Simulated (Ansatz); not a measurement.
C5H4ClF5O2Ti (`CC1=CC(C(F)(F)F)=[O+][Ti-]([F])([F])([Cl])[O]1`), relaxed with RKS PBE-D4/def2-SVP in Ansatz 0.2.0 from a rough embedded geometry. The force threshold is 0.03 eV/Å; the program also tests the step.

The species carries charge 0 and has multiplicity 1.

Start:

```xyz
18

C    -2.426   -0.870   -0.704
C    -0.989   -0.544   -0.468
C    -0.694    0.445    0.350
C     0.668    0.886    0.742
C     0.656    2.097    1.717
F     0.043    1.724    2.930
F     1.925    2.534    1.892
F    -0.048    3.066    1.088
O     1.708    0.500    0.388
Ti    1.850   -1.173   -1.074
F     1.884   -0.807   -3.330
F     3.781   -1.180   -1.024
Cl    1.939   -3.713   -0.194
O    -0.178   -1.361   -1.178
H    -2.751   -1.201   -1.640
H    -2.983    0.142   -0.506
H    -2.826   -1.475    0.168
H    -1.560    0.930    0.845
```

| step | energy (eV) | largest force (eV/Å) | largest move (Å) |
| --- | --- | --- | --- |
| 1 | -58511.6586 | 8.636 | 0.000 |
| 2 | -58514.6707 | 3.826 | 0.195 |
| 3 | -58516.0691 | 1.481 | 0.197 |
| 4 | -58516.4860 | 0.817 | 0.200 |
| 5 | -58516.7167 | 0.897 | 0.194 |
| 6 | -58516.7613 | 0.242 | 0.073 |
| 7 | -58516.7720 | 0.140 | 0.054 |
| 8 | -58516.7751 | 0.214 | 0.133 |
| 9 | -58516.7786 | 0.142 | 0.017 |
| 10 | -58516.7797 | 0.062 | 0.026 |
| 11 | -58516.7804 | 0.059 | 0.023 |
| 13 | -58516.7822 | 0.084 | 0.010 |
| 15 (rejected) | -58516.7714 | 0.502 | 0.195 |
| 17 | -58516.7869 | 0.316 | 0.096 |
| 19 (rejected) | -58516.7708 | 0.678 | 0.200 |
| 21 | -58516.8095 | 0.086 | 0.036 |
| 23 (rejected) | -58516.8007 | 0.777 | 0.200 |
| 25 | -58516.8247 | 0.236 | 0.099 |
| 27 | -58516.8293 | 0.085 | 0.067 |
| 29 | -58516.8324 | 0.082 | 0.015 |
| 31 | -58516.8345 | 0.054 | 0.055 |
| 32 | -58516.8347 | 0.029 | 0.026 |

End:

```xyz
18

C    -2.512   -0.845   -0.871
C    -1.098   -0.484   -0.516
C    -0.810    0.588    0.379
C     0.511    0.890    0.689
C     0.840    2.053    1.642
F     1.493    1.590    2.724
F     1.625    2.951    1.020
F    -0.278    2.686    2.062
O     1.559    0.280    0.257
Ti    1.876   -1.289   -0.908
F     1.886   -1.292   -2.656
F     3.579   -0.956   -0.668
Cl    1.710   -3.292    0.002
O    -0.171   -1.173   -1.046
H    -2.626   -0.839   -1.974
H    -3.254   -0.166   -0.413
H    -2.710   -1.885   -0.540
H    -1.619    1.182    0.817
```

Hardware: 11 threads of an AMD EPYC 7R13 on a shared host and a whole NVIDIA H100 80 GB. Wall time 25 s, peak host memory 0.94 GiB.
